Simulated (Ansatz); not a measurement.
Basis-set extrapolation for CH₁₀N₂Si₂, SMILES `CN[SiH2][SiH2]N` (PBE0-D4/def2-TZVP geometry, frozen core, Ansatz). Multiplicity 1, RHF reference.

```json
{"": "HF", "def2-TZVPP": "-730.578515", "def2-QZVPP": "-730.604462"}
{"": "MP2 correlation", "def2-TZVPP": "-0.856896", "def2-QZVPP": "-0.917546"}
{"": "CCSD(T) correlation", "def2-TZVPP": "-0.954280", "def2-QZVPP": "not run"}
```

Energies in hartree. Use E(X) = E(∞) + A·exp(−7.88·√X) for Hartree–Fock and E(X) = E(∞) + B·X^(−2.97) for correlation, with X = 3 and 4, and add CCSD(T) minus MP2 of the smaller set to the MP2 limit.

Task: What is the CCSD(T) energy at the basis-set limit?

Result: HF limit: -730.604462 + (-0.025947) × 0.13774 = -730.60804. MP2 limit: -0.917546 + (-0.060650) × 0.74074 = -0.96247. Higher-order term: -0.954280 − (-0.856896) = -0.09738. Total: -731.66789 hartree, 84.8 kcal/mol below CCSD(T)/def2-TZVPP.
